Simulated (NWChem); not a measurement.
System: CHCl2F; SMILES FC(Cl)Cl

Input file for NWChem:

```
start job
memory heap 200 mb stack 900 mb global 1100 mb
geometry units angstroms noautosym nocenter noautoz
  F      1.595170    -0.180946     0.000000
  C      0.387231     0.409365     0.000000
  Cl    -0.499408    -0.060264    -1.481892
  Cl    -0.499408    -0.060264     1.481892
  H      0.496253     1.492366     0.000000
end
basis spherical
  * library 6-31g*
end
dft
  xc xpbe96 cpbe96
  iterations 150
end
cosmo
  do_cosmo_smd true
  solvent octanol
end
task dft energy
```

Parts of the log:

```
             Northwest Computational Chemistry Package (NWChem) 7.3.0
             --------------------------------------------------------

                             Geometry "geometry" -> ""
                             -------------------------

 Output coordinates in angstroms (scale by  1.889725989 to convert to a.u.)

  No.       Tag          Charge          X              Y              Z
 ---- ---------------- ---------- -------------- -------------- --------------
    1 F                    9.0000     1.59517000    -0.18094600     0.00000000
    2 C                    6.0000     0.38723100     0.40936500     0.00000000
    3 Cl                  17.0000    -0.49940800    -0.06026400    -1.48189200
    4 Cl                  17.0000    -0.49940800    -0.06026400     1.48189200
    5 H                    1.0000     0.49625300     1.49236600     0.00000000

 Effective nuclear repulsion energy (a.u.)     209.1176417434

  pbe96 is a nonlocal functional; adding pw91lda local functional.

                                 NWChem DFT Module
                                 -----------------

 Summary of "ao basis" -> "ao basis" (spherical)
 ------------------------------------------------------------------------------
       Tag                 Description            Shells   Functions and Types
 ---------------- ------------------------------  ------  ---------------------
 F                           6-31g*                  6       14   3s2p1d
 C                           6-31g*                  6       14   3s2p1d
 Cl                          6-31g*                  8       18   4s3p1d
 H                           6-31g*                  2        2   2s

 in cosmo_initialize ...
 calling solv_data for solv:octanol

 solvent parameters
 solvname_short: octanol
 solvname_long:  1-octanol
 dielec:        9.8629
 dielecinf:     2.0435
 nonaqueous SMD model solvent descriptors
 dielec:        9.8629
 sola:          0.3700
 solb:          0.4800
 solc:          0.0000
 solg:         39.0100
 solh:          0.0000
 soln:          1.4295

          ---------------
          -cosmo- solvent
          ---------------
 Cosmo: York-Karplus, doi: 10.1021/jp992097l
 dielectric constant -eps-     =   9.86
 screen = (eps-1)/(eps    )    =   0.89861
 surface charge correction     = lagrangian

   van der Waals surface
 --------------------------

 ---------- ATOMIC COORDINATES (A.U.) ------------ VDWR(ANG.) --
     1    3.01443421   -0.34193836    0.00000000     1.730
     2    0.73176048    0.77358768    0.00000000     1.850
     3   -0.94374428   -0.11388245   -2.80036982     2.380
     4   -0.94374428   -0.11388245    2.80036982     2.380
     5    0.93778219    2.82016281    0.00000000     1.200
 number of segments per atom =        128
 number of   points per atom =        128
 atom (   nspa,  nppa )
 ----------------------
    1 (     72,     0 )       0
    2 (     10,     0 )       0
    3 (     92,     0 )       0
    4 (     92,     0 )       0
    5 (     48,     0 )       0
 number of -cosmo- surface points =      314
 molecular surface =    127.243 angstrom**2
 molecular volume  =    117.142 angstrom**3
 -lineq- algorithm             =   0
 -bem- low  level              =   3
 -bem- from -octahedral-
 gaussian surface charge width =   4.50000
 degree of switching           =   1.00000
 switching function tolerance  =   0.00010
 atomic radii =
 --------------
    1  9.000  1.730
    2  6.000  1.850
    3 17.000  2.380
    4 17.000  2.380
    5  1.000  1.200
 ...... end of -cosmo- initialization ......

 nat:                     5
 ixmem:                  1509
 calling mnsol_interface()
 G(SMD-CDS) energy (kcal/mol)  =    -1.175
 SMD-CDS SASA (angstrom**2)    =   118.276

[...]

                                COSMO-SMD solvation results
                                ---------------------------

             internal energy in gas <Psi(g)|H|Psi(g)> =     -1058.371302022564
         internal energy in solvent <Psi(s)|H|Psi(s)> =     -1058.370622094081
                               delta internal energy  =         0.000679928484 (    0.43 kcal/mol)
   total free energy in solvent <Psi(s)|H+V/2|Psi(s)> =     -1058.375444587460
 polarization energy contribution <Psi(s)|V/2|Psi(s)> =        -0.004822493379 (   -3.03 kcal/mol)
    total free energy in solvent including G(SMD-CDS) =     -1058.377316642024
                       G(SMD-CDS) energy contribution =        -0.001872054564 (   -1.17 kcal/mol)
     1 M fixed-concentration free energy of solvation =        -0.006014619459 (   -3.77 kcal/mol)

                       DFT Final Molecular Orbital Analysis
                       ------------------------------------

 Vector   23  Occ=2.000000D+00  E=-2.894190D-01
              MO Center= -4.1D-01, -4.3D-02,  1.9D-07, r^2= 3.4D+00
   Bfn.  Coefficient  Atom+Function         Bfn.  Coefficient  Atom+Function
  ----- ------------  ---------------      ----- ------------  ---------------
    36      0.460114  3 Cl py                54     -0.460114  4 Cl py
    40      0.247537  3 Cl py                58     -0.247537  4 Cl py
    35     -0.201404  3 Cl px                53      0.201404  4 Cl px
    32     -0.180086  3 Cl py                50      0.180086  4 Cl py
     5     -0.153104  1 F  pz                37     -0.146180  3 Cl pz

 Vector   24  Occ=2.000000D+00  E=-2.858528D-01
              MO Center= -3.0D-01,  6.4D-02, -1.5D-07, r^2= 3.3D+00
   Bfn.  Coefficient  Atom+Function         Bfn.  Coefficient  Atom+Function
  ----- ------------  ---------------      ----- ------------  ---------------
    36      0.475808  3 Cl py                54      0.475808  4 Cl py
    40      0.260755  3 Cl py                58      0.260755  4 Cl py
    66     -0.187376  5 H  s                 32     -0.185758  3 Cl py
    50     -0.185758  4 Cl py                18     -0.170830  2 C  py
    65     -0.168920  5 H  s                  4      0.134623  1 F  py

 Vector   25  Occ=2.000000D+00  E=-2.772773D-01
              MO Center= -4.2D-01, -5.4D-02, -3.9D-08, r^2= 3.5D+00
   Bfn.  Coefficient  Atom+Function         Bfn.  Coefficient  Atom+Function
  ----- ------------  ---------------      ----- ------------  ---------------
    35      0.394675  3 Cl px                53     -0.394675  4 Cl px
    37     -0.358613  3 Cl pz                55     -0.358613  4 Cl pz
    39      0.206857  3 Cl px                57     -0.206857  4 Cl px
    41     -0.193592  3 Cl pz                59     -0.193592  4 Cl pz
    31     -0.153921  3 Cl px                49      0.153921  4 Cl px

 Vector   26  Occ=0.000000D+00  E=-5.266919D-02
              MO Center= -2.8D-01,  5.5D-02,  2.8D-08, r^2= 3.2D+00
   Bfn.  Coefficient  Atom+Function         Bfn.  Coefficient  Atom+Function
  ----- ------------  ---------------      ----- ------------  ---------------
    20      1.230445  2 C  s                 41     -0.524247  3 Cl pz
    59      0.524247  4 Cl pz                21     -0.479425  2 C  px
    38     -0.424075  3 Cl s                 56     -0.424075  4 Cl s
    37     -0.347452  3 Cl pz                55      0.347452  4 Cl pz
    17     -0.343926  2 C  px                16      0.258422  2 C  s

 Vector   27  Occ=0.000000D+00  E=-6.601438D-03
              MO Center= -4.7D-02,  1.5D-01, -2.3D-08, r^2= 3.1D+00
   Bfn.  Coefficient  Atom+Function         Bfn.  Coefficient  Atom+Function
  ----- ------------  ---------------      ----- ------------  ---------------
    23      0.922666  2 C  pz                19      0.619406  2 C  pz
    38      0.490629  3 Cl s                 56     -0.490629  4 Cl s
    41      0.455680  3 Cl pz                59      0.455680  4 Cl pz
    39      0.385664  3 Cl px                57     -0.385664  4 Cl px
    37      0.219945  3 Cl pz                55      0.219945  4 Cl pz

 Vector   28  Occ=0.000000D+00  E= 6.946106D-02
              MO Center=  5.2D-01,  2.9D-01, -6.9D-09, r^2= 2.3D+00
   Bfn.  Coefficient  Atom+Function         Bfn.  Coefficient  Atom+Function
  ----- ------------  ---------------      ----- ------------  ---------------
    22      0.812451  2 C  py                21     -0.798053  2 C  px
     6      0.768917  1 F  s                 66     -0.669681  5 H  s
     7     -0.441686  1 F  px                17     -0.354977  2 C  px
    18      0.356646  2 C  py                 3     -0.323246  1 F  px
    20     -0.216782  2 C  s                 39      0.189427  3 Cl px

     Multipole analysis of the density
     ---------------------------------

     L   x y z        total         alpha         beta         nuclear
     -   - - -        -----         -----         ----         -------
     0   0 0 0     -0.000000    -25.000000    -25.000000     50.000000

     1   1 0 0      0.185145     -0.092901     -0.092901      0.370948
     1   0 1 0      0.659118      0.073439      0.073439      0.512240
     1   0 0 1      0.000000      0.000000      0.000000      0.000000

     2   2 0 0    -27.186704    -71.671256    -71.671256    116.155809
     2   1 1 0      0.814340      0.197866      0.197866      0.418609
     2   1 0 1     -0.000000     -0.000000     -0.000000      0.000000
     2   0 2 0    -25.091906    -19.064551    -19.064551     13.037195
     2   0 1 1     -0.000000     -0.000000     -0.000000      0.000000
     2   0 0 2    -27.527201   -147.078810   -147.078810    266.630419
```

Level: PBE/6-31G* (spherical d), SMD on the gas-phase geometry. The geometry was optimised at B3LYP/6-31G* (spherical d). Solvent: 1-octanol.
